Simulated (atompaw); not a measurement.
**Before and after: PAW (atompaw) potential for barium**

atompaw 4.2.0.5 input, output lines left out:

```
Ba 56
GGA-PBE loggrid 2001 logderivrange -5 5 251
6 6 5 0 0 0
6 0 0
6 1 0
5 2 0
0 0 0
c
c
c
c
v
v
c
c
c
v
v
c
c
v
2
3.00 2.65 2.95 2.90
n
n
y
0.3
n
custom rrkj gramschmidtortho besselshape
3 0 ultrasoft
1.85
3.00
2.35
3.00
3.00
3.00
```

Change: waves 5s (bound); 6s (bound); 5p (bound); 6p (bound); 5d (bound); 5d channel at 0.3 Ry; augmentation besselshape compensation charge, radius 2.65 bohr; PAW radius 3.00 bohr; waves and projectors: bloechl.

Cutoffs: the cutoffs (Ry, on a coarse ladder) from which the occupation-weighted sum of valence levels, in a spherical-Bessel basis at the reference potential, stays within 10 and 1 mRy of its value at 400 Ry; they do not see the model core or the augmentation charge, which bear on the density cutoff.

What does the change do?

The potential gets harder (15 Ry and 25 Ry → 21 Ry and 25 Ry); neither file shows a bound ghost.

| quantity | base | changed |
| --- | --- | --- |
| cutoff, loose | 15 Ry | 21 Ry |
| cutoff, tight | 25 Ry | 25 Ry |
| loose cutoff by channel (10 mRy a level) | s 6 Ry, p 10 Ry | s 12 Ry, p 15 Ry |
| bound ghosts | none | none |
| s: phases at 3.01 bohr within 0.05 rad from the reference energy up to (Ry; the scan ends near 5) | to the end of the scan | to the end of the scan |
| p: phases at 3.01 bohr within 0.05 rad from the reference energy up to (Ry; the scan ends near 5) | to the end of the scan | to the end of the scan |
| d: phases at 3.01 bohr within 0.05 rad from the reference energy up to (Ry; the scan ends near 5) | to the end of the scan | to the end of the scan |
| lowest overlap eigenvalue by channel | s 0.09, p 0.09, d 0.38 | s 0.32, p 0.56, d 0.74 |

 The cutoffs see the waves, projectors and local potential, not the compensation charge or the core.
